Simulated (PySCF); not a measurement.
CH₃O₂ (SMILES O=C[OH2+]), charge +1, singlet, at a GFN2-xTB geometry; B3LYP/3-21G (PySCF).

Here is a job for PySCF.
```python
from pyscf import gto, scf, dft

mol = gto.M(
    atom='''
O     0.851809    0.788827    0.420931
C     0.516099   -0.173020   -0.103227
O    -0.998995   -0.451134   -0.171286
H     0.998297   -1.033837   -0.565574
H    -1.558831    0.301028    0.137339
H    -1.358567   -0.930619   -0.949564
''',
    basis='3-21g',
    charge=1,
    spin=0,
    verbose=3,
)

mf = dft.RKS(mol)
mf.xc = 'b3lyp'
mf.grids.prune = dft.gen_grid.treutler_prune
mf.kernel()
mf.analyze()
```

Output, abridged:

```
converged SCF energy = -188.970961326611
**** MO energy ****
MO #1   energy= -19.4397140054724  occ= 2
MO #2   energy= -19.3611470843908  occ= 2
MO #3   energy= -10.5540182760068  occ= 2
MO #4   energy= -1.43359659441325  occ= 2
MO #5   energy= -1.37902274910471  occ= 2
MO #6   energy= -0.945750138222401 occ= 2
MO #7   energy= -0.913141642633605 occ= 2
MO #8   energy= -0.810184360298434 occ= 2
MO #9   energy= -0.73627023282386  occ= 2
MO #10  energy= -0.720322180117133 occ= 2
MO #11  energy= -0.65583739779407  occ= 2
MO #12  energy= -0.59216605610185  occ= 2
MO #13  energy= -0.276972605563512 occ= 0
MO #14  energy= -0.218861116903829 occ= 0
MO #15  energy= -0.144112395915983 occ= 0
MO #16  energy= -0.130347876763638 occ= 0
MO #17  energy= -0.0509455928561611 occ= 0
MO #18  energy= 0.0713545545194534 occ= 0
MO #19  energy= 0.410096049567847  occ= 0
MO #20  energy= 0.469710212222858  occ= 0
 ** Mulliken atomic charges  **
charge of    0O =     -0.10562
charge of    1C =      0.39665
charge of    2O =     -0.27174
charge of    3H =      0.18681
charge of    4H =      0.39592
charge of    5H =      0.39799

WARN: System has nonzero charge 1; the dipole moment is origin-dependent.
Location of origin: [0. 0. 0.]

Dipole moment(X, Y, Z, Debye): -3.33186, -2.31766, -2.67533
```
